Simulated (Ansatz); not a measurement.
# Molecular dynamics of CH7NO2Si

input.yaml

```yaml
crystal:
  periodic: [false, false, false]
  atoms:
    - { symbol: Si, position_ang: [-0.086055, -0.033796, 0.010386] }
    - { symbol: "N", position_ang: [0.062001, -0.334582, 1.764696] }
    - { symbol: H, position_ang: [-0.888127, -0.272016, 2.211918] }
    - { symbol: H, position_ang: [0.582392, 0.46184, 2.2137] }
    - { symbol: O, position_ang: [1.510281, -0.037012, -0.58874] }
    - { symbol: H, position_ang: [1.951194, -0.802621, -0.078063] }
    - { symbol: C, position_ang: [-0.854347, 1.562821, -0.592639] }
    - { symbol: H, position_ang: [-1.904238, 1.642196, -0.290175] }
    - { symbol: H, position_ang: [-0.324031, 2.438012, -0.201492] }
    - { symbol: H, position_ang: [-0.819563, 1.616677, -1.686448] }
    - { symbol: O, position_ang: [-1.084527, -1.280226, -0.587084] }
    - { symbol: H, position_ang: [-0.74438, -2.109493, -0.09926] }
basis:
  gaussian: { orbitals: STO-3G }
hamiltonian:
  xc: r2scan
md:
  timestep: 1.0
  n_steps: 489
  ensemble: nvt_nose_hoover
  temperature: 3000.0
  initial_velocities: maxwell_boltzmann
  seed: 756181
  nose_hoover: { tau: 1.0, chain_length: 1 }
```

Run as:

```bash
$ ansatz run input.yaml --threads 1 --pin off --max-ram 2048MiB --backend cpu --events-out ev --progress --plain --runs-dir out
```

It starts from a relaxed structure.

Output, in part (step lines, the closing report, with atoms numbered from 0):

```
md step     0: t =     0.00 fs  T =  3000.0 K  F+E_penalty+E_count = -14429.83031442 eV  E_kin = 3.877800 eV  conserved = -14425.95251445 eV  (22 SCF iters)
md step     1: t =     1.00 fs  T =  2663.4 K  F+E_penalty+E_count = -14429.21048770 eV  E_kin = 3.442700 eV  conserved = -14425.88375988 eV  (25 SCF iters)
md step     2: t =     2.00 fs  T =  2509.4 K  F+E_penalty+E_count = -14428.10900841 eV  E_kin = 3.243658 eV  conserved = -14425.80096367 eV  (26 SCF iters)
md step     3: t =     3.00 fs  T =  3489.8 K  F+E_penalty+E_count = -14427.46814426 eV  E_kin = 4.510922 eV  conserved = -14425.80396016 eV  (27 SCF iters)
md step     4: t =     4.00 fs  T =  4012.3 K  F+E_penalty+E_count = -14427.29195477 eV  E_kin = 5.186300 eV  conserved = -14425.82201926 eV  (26 SCF iters)
md step     5: t =     5.00 fs  T =  2717.8 K  F+E_penalty+E_count = -14427.26702498 eV  E_kin = 3.513088 eV  conserved = -14425.83408694 eV  (26 SCF iters)
md step     6: t =     6.00 fs  T =  2138.6 K  F+E_penalty+E_count = -14427.30997995 eV  E_kin = 2.764387 eV  conserved = -14425.85937559 eV  (26 SCF iters)
md step     7: t =     7.00 fs  T =  2679.1 K  F+E_penalty+E_count = -14427.18481444 eV  E_kin = 3.463012 eV  conserved = -14425.86340708 eV  (26 SCF iters)
[... lines left out ...]
md step   486: t =   486.00 fs  T =  3062.5 K  F+E_penalty+E_count = -14426.97639661 eV  E_kin = 3.958527 eV  conserved = -14425.72927391 eV  (27 SCF iters)
md step   487: t =   487.00 fs  T =  3951.8 K  F+E_penalty+E_count = -14426.72478206 eV  E_kin = 5.108132 eV  conserved = -14425.74491962 eV  (27 SCF iters)
md step   488: t =   488.00 fs  T =  2963.7 K  F+E_penalty+E_count = -14426.24585158 eV  E_kin = 3.830861 eV  conserved = -14425.71144459 eV  (26 SCF iters)
md step   489: t =   489.00 fs  T =  2474.2 K  F+E_penalty+E_count = -14426.33818439 eV  E_kin = 3.198213 eV  conserved = -14425.67502629 eV  (23 SCF iters)
Total energy: -14426.33819093 eV, -530.1581499935 hartree
Atom 0 at    -0.061244    -0.008198     0.064476 Å, force    -2.751365    -1.243919     0.280785 eV/Å
Atom 1 at     0.331955     0.420428     1.794184 Å, force    -4.393880     1.479987    -1.348963 eV/Å
Atom 2 at    -0.358868     0.159791     2.547553 Å, force    -1.452450     0.675806    -1.172336 eV/Å
Atom 3 at     1.051761     0.009979     2.301128 Å, force     4.788852    -2.050370     0.363047 eV/Å
Atom 4 at     1.345562    -0.884626    -0.368169 Å, force     1.253207     1.822941    -4.131814 eV/Å
Atom 5 at     1.615158    -0.477500    -1.417759 Å, force    -1.190497    -1.606242     4.003464 eV/Å
Atom 6 at    -0.532025     1.432098    -1.117248 Å, force    -0.102792    -6.454389    -7.935481 eV/Å
Atom 7 at    -1.464123     1.768127    -1.701105 Å, force    -0.200805    -2.538625     1.608742 eV/Å
Atom 8 at    -0.334011     2.344599    -0.906096 Å, force     3.598985     7.646167     2.867599 eV/Å
Atom 9 at     0.138309     1.177495    -2.220885 Å, force    -1.824534     1.038793     4.338679 eV/Å
Atom 10 at    -1.479339    -1.135468    -0.280243 Å, force     2.910457     0.258359     1.393719 eV/Å
Atom 11 at    -2.197285    -0.499191    -0.569510 Å, force    -0.635178     0.971491    -0.267441 eV/Å
Dipole moment:    -0.064719     0.211402    -0.079189 e Å
```

The steps, from the saved trajectory:

```csv
time (fs),T (K),potential energy less start (eV),conserved less start (meV/atom)
0,3000,0.000,0.00
16,2250,4.194,14.23
32,1554,5.137,9.82
48,2948,5.089,14.92
64,4249,2.846,9.15
80,5816,2.444,0.12
96,4426,2.934,4.39
112,3651,3.941,1.71
128,1938,5.168,15.47
144,1572,3.828,10.59
160,2689,2.511,4.99
176,4319,2.411,5.40
192,5281,3.941,3.85
208,3760,5.418,12.02
224,3119,2.874,10.03
240,2387,2.844,10.53
256,3047,6.065,23.34
272,3600,5.523,8.44
288,2975,3.698,6.45
304,2355,2.375,6.39
320,2249,3.865,10.10
336,3508,3.122,5.59
352,2993,3.507,11.09
368,3093,5.014,13.02
384,3365,3.068,10.63
400,2505,2.875,14.94
416,3937,2.288,13.33
432,4138,4.588,18.28
448,2632,5.634,18.56
464,2434,4.246,20.87
480,2242,2.410,12.66
```

All steps were run. The conserved energy wandered by up to 31.8 meV per atom (net 23.1 meV per atom), which is poor conservation. A run of 0.49 ps of so small a system gives no equilibrium averages. Limits of this set-up: minimal basis.

The same pairs are bonded in the first frame and the last. Pairs count as bonded within 1.25 times the sum of covalent radii (0.12 Å more for H–H).

Last frame:

```xyz
12
Properties=species:S:1:pos:R:3
Si -0.061 -0.008 0.065
N 0.332 0.420 1.794
H -0.359 0.160 2.548
H 1.052 0.010 2.301
O 1.346 -0.885 -0.368
H 1.615 -0.477 -1.418
C -0.532 1.432 -1.117
H -1.464 1.768 -1.701
H -0.334 2.345 -0.906
H 0.138 1.177 -2.221
O -1.479 -1.135 -0.280
H -2.197 -0.499 -0.570
```

Time of the run: 31 min on 1 thread of Arm Neoverse V2, on a shared host, peak memory 0.11 GiB.
